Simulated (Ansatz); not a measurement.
Stepwise reaction of `[Cl][W]([Cl])([Cl])([Cl])([Cl])[Cl]` with water, as a gas-phase model of exchange steps in deposition or etching. ΔE in kJ/mol; ΔG adds harmonic PBE0-D4 terms to CCSD(T)/CBS, at 1 bar.

Program: Ansatz. Geometries: PBE0-D4/def2-TZVP. ΔE: electronic, gas phase. CBS: MP2 limit from def2 TZ/QZ plus the TZ coupled-cluster correction, frozen cores. This one scheme is used for every species. Functionals use def2-TZVPP. B3LYP here is the variant with VWN-RPA as its local correlation; programs differ in this. def2 core potentials past Kr. For W outer-core shells are correlated without core-valence functions, which leaves a few kJ/mol of doubt a bond. One conformer a species, not always the lowest.

```csv
step,reaction,PBE-D4,B3LYP-D4,ωB97M-V,CCSD(T)/CBS,ΔG(500 K)
1,`[Cl][W]([Cl])([Cl])([Cl])([Cl])[Cl]` + H₂O → `[OH][W]([Cl])([Cl])([Cl])([Cl])[Cl]` + HCl,2.0,-4.5,-15.0,-4.1,-24.4
2,`[OH][W]([Cl])([Cl])([Cl])([Cl])[Cl]` + H₂O → `[OH][W]([OH])([Cl])([Cl])([Cl])[Cl]` + HCl,-12.6,-19.0,-26.3,-17.6,-16.7
3,`[OH][W]([OH])([Cl])([Cl])([Cl])[Cl]` + H₂O → `[OH][W]([OH])([OH])([Cl])([Cl])[Cl]` + HCl,2.5,-2.2,-10.4,-1.3,-8.4
4,`[OH][W]([OH])([OH])([Cl])([Cl])[Cl]` + H₂O → `[OH][W]([OH])([OH])([OH])([Cl])[Cl]` + HCl,4.7,1.1,-6.1,1.0,-0.9
```

Task: By hand: ΔE of the 4 steps together at CCSD(T)/CBS.

Result: (-4.1) + (-17.6) + (-1.3) + (1.0) = -22.0 kJ/mol, or -5.5 kJ/mol a step.

In ΔE step 2 is the lowest and step 4 the highest. ΔG lies between -24.4 and -0.9 kJ/mol a step. PBE-D4 differs from CCSD(T)/CBS by 3.7 to 6.1 kJ/mol a step. Isolated molecules leave out the surface, adducts and barriers. Largest T1 diagnostic: 0.024.
